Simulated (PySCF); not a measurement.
**Levels of Ca¹⁵⁺ from EOM-EA-GCCSD**

Reference: closed-shell Ca¹⁶⁺, [He] 2s2; one electron is added. Calculated with PySCF 2.14, two-component X2C-1e with screened spin-orbit coupling, an uncontracted even-tempered set (17 s from 0.75 bohr⁻², ratio 2.6; 11 p from 0.97 bohr⁻², ratio 2.6; 7 d from 1 bohr⁻², ratio 2.8; 4 f from 22 bohr⁻², ratio 2.8); frozen nothing; the 28 highest virtual spinors dropped; of the others 50 kept and the rest restored at second order. No Breit or QED terms. Binding energies in eV.

```
level  Koopmans  second order  EOM-CCSD
2p1/2    974.53        975.35    974.30
2p3/2    969.75        970.60    969.72
```

For comparison, the ionisation energy of Ca¹⁵⁺ is 973.7 ± 0.3 eV (semi-empirical (NIST evaluation); NIST Atomic Spectra Database, ionization energies).

Only part of the computed levels is shown.

The screened spin-orbit operator tends to give fine-structure splittings of light species too large.
